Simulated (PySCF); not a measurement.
C$_{4}$H$_{5}$, charge -1, singlet, geometry from GFN2-xTB (in this run its highest filled SCF level lies above zero, so its values depend strongly on the basis, on diffuse functions most of all); BLYP/6-31G* (PySCF).

Here is a job for PySCF.
```python
from pyscf import gto, scf, dft

mol = gto.M(
    atom='''
C    -0.003359   -0.713136    0.730145
C     0.058079    0.679917    0.791595
C    -0.058679   -0.807129   -0.661348
C     0.003381    0.717752   -0.734871
H    -0.006971   -1.479675    1.514966
H    -0.487048    1.361164    1.458534
H     0.486429   -1.492445   -1.324122
H     0.893770    1.137841   -1.231763
H    -0.882716    1.208692   -1.170736
''',
    basis='6-31g*',
    charge=-1,
    spin=0,
    verbose=4,
)

mf = dft.RKS(mol)
mf.xc = 'blyp'
mf.kernel()
```

It wrote (shortened):

```
PySCF version 2.14.0

[INPUT] verbose = 4
[INPUT] num. atoms = 9
[INPUT] num. electrons = 30
[INPUT] charge = -1
[INPUT] spin (= nelec alpha-beta = 2S) = 0
[INPUT] symmetry False subgroup None
[INPUT] Mole.unit = angstrom
[INPUT] Symbol           X                Y                Z      unit          X                Y                Z       unit  Magmom
[INPUT]  1 C     -0.003359000000  -0.713136000000   0.730145000000 AA   -0.006347590052  -1.347631729568   1.379774081221 Bohr   0.0
[INPUT]  2 C      0.058079000000   0.679917000000   0.791595000000 AA    0.109753403589   1.284856917436   1.495897751575 Bohr   0.0
[INPUT]  3 C     -0.058679000000  -0.807129000000  -0.661348000000 AA   -0.110887239263  -1.525252757194  -1.249766593029 Bohr   0.0
[INPUT]  4 C      0.003381000000   0.717752000000  -0.734871000000 AA    0.006389164027   1.356354705359  -1.388704926885 Bohr   0.0
[INPUT]  5 H     -0.006971000000  -1.479675000000   1.514966000000 AA   -0.013173280814  -2.796180503366   2.862870828028 Bohr   0.0
[INPUT]  6 H     -0.487048000000   1.361164000000   1.458534000000 AA   -0.920387329517   2.572227170617   2.756229803366 Bohr   0.0
[INPUT]  7 H      0.486429000000  -1.492445000000  -1.324122000000 AA    0.919217589046  -2.820312305977  -2.502227935511 Bohr   0.0
[INPUT]  8 H      0.893770000000   1.137841000000  -1.231763000000 AA    1.688980518353   2.150207863301  -2.327694720373 Bohr   0.0
[INPUT]  9 H     -0.882716000000   1.208692000000  -1.170736000000 AA   -1.668091485772   2.284096848953  -2.212370404169 Bohr   0.0

nuclear repulsion = 106.247389090489
number of shells = 34
number of NR pGTOs = 128
number of NR cGTOs = 66
basis = 6-31g*
ecp = {}

******** <class 'pyscf.dft.rks.RKS'> ********
method = RKS
initial guess = minao
damping factor = 0
level_shift factor = 0
DIIS = <class 'pyscf.scf.diis.CDIIS'>
diis_start_cycle = 1
diis_space = 8
diis_damp = 0
SCF conv_tol = 1e-09
SCF conv_tol_grad = None
SCF max_cycles = 50
direct_scf = True
direct_scf_tol = 1e-13
XC library pyscf.dft.libxc version 7.1.2
    S. Lehtola, C. Steigemann, M. J. T. Oliveira, and M. A. L. Marques,  SoftwareX 7, 1–5 (2018)
XC functionals = blyp
    A. D. Becke,  Phys. Rev. A 38, 3098 (1988)
    C. Lee, W. Yang, and R. G. Parr,  Phys. Rev. B 37, 785 (1988)
    B. Miehlich, A. Savin, H. Stoll, and H. Preuss,  Chem. Phys. Lett. 157, 200 (1989)
radial grids:
    Treutler-Ahlrichs [JCP 102, 346 (1995); DOI:10.1063/1.469408] (M4) radial grids

becke partition: Becke, JCP 88, 2547 (1988); DOI:10.1063/1.454033
pruning grids: <function nwchem_prune>
grids dens level: 3
symmetrized grids: False
atomic radii adjust function: <function treutler_atomic_radii_adjust>
small_rho_cutoff = 0
Set gradient conv threshold to 3.16228e-05
Initial guess from minao.
tot grids = 105512
init E= -155.561040110025
  HOMO = -0.208693526910607  LUMO = -0.0684811869398714  gap/eV = 3.81537
cycle= 1 E= -155.016059659738  delta_E= 0.545  |g|= 0.772  |ddm|= 2.98
  HOMO = 0.285980291076268  LUMO = 0.355987105356975  gap/eV = 1.90498
cycle= 2 E= -154.660670985539  delta_E= 0.355  |g|= 1.37  |ddm|= 6.86
  HOMO = 0.139350699256346  LUMO = 0.261561106758339  gap/eV = 3.32551
cycle= 3 E= -155.199131081868  delta_E= -0.538  |g|= 0.0606  |ddm|= 5.33
  HOMO = 0.134403265567134  LUMO = 0.256448777659634  gap/eV = 3.32103
cycle= 4 E= -155.199563526956  delta_E= -0.000432  |g|= 0.0452  |ddm|= 0.135
  HOMO = 0.135937314621758  LUMO = 0.258886659261171  gap/eV = 3.34562
cycle= 5 E= -155.200033822429  delta_E= -0.00047  |g|= 0.0161  |ddm|= 0.0621
  HOMO = 0.136323562038127  LUMO = 0.258408243207402  gap/eV = 3.32209
cycle= 6 E= -155.200095224427  delta_E= -6.14e-05  |g|= 0.00505  |ddm|= 0.0198
  HOMO = 0.136105431931284  LUMO = 0.258520722321978  gap/eV = 3.33109
cycle= 7 E= -155.200101783114  delta_E= -6.56e-06  |g|= 0.000577  |ddm|= 0.00507
  HOMO = 0.136024831697162  LUMO = 0.258422855830642  gap/eV = 3.33062
cycle= 8 E= -155.20010188855  delta_E= -1.05e-07  |g|= 5.08e-05  |ddm|= 0.00175
  HOMO = 0.136019304702504  LUMO = 0.258420796826284  gap/eV = 3.33071
cycle= 9 E= -155.200101889469  delta_E= -9.2e-10  |g|= 1.55e-05  |ddm|= 0.000132
  HOMO = 0.136019043755913  LUMO = 0.258419546282519  gap/eV = 3.33069
Extra cycle  E= -155.200101888823  delta_E= 6.46e-10  |g|= 4.81e-05  |ddm|= 0.000102
converged SCF energy = -155.200101888823
```
